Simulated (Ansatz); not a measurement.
Basis-set extrapolation for C₂H₈O₃Si₂, SMILES `C=C[Si](O)(O)O[SiH3]` (PBE0-D4/def2-TZVP geometry, frozen core, Ansatz). Multiplicity 1, RHF reference.

|  | def2-TZVPP | def2-QZVPP |
| --- | --- | --- |
| HF | -883.214412 | -883.248339 |
| MP2 correlation | -1.271043 | -1.369428 |
| CCSD(T) correlation | -1.368438 | not run |

Energies in hartree. Use E(X) = E(∞) + A·exp(−7.88·√X) for Hartree–Fock and E(X) = E(∞) + B·X^(−2.97) for correlation, with X = 3 and 4, and add CCSD(T) minus MP2 of the smaller set to the MP2 limit.

Question: What is the CCSD(T) energy at the basis-set limit?

Answer: HF limit: -883.248339 + (-0.033927) × 0.13774 = -883.25301. MP2 limit: -1.369428 + (-0.098385) × 0.74074 = -1.44231. Higher-order term: -1.368438 − (-1.271043) = -0.09740. Total: -884.79272 hartree, 5.71 eV below CCSD(T)/def2-TZVPP.
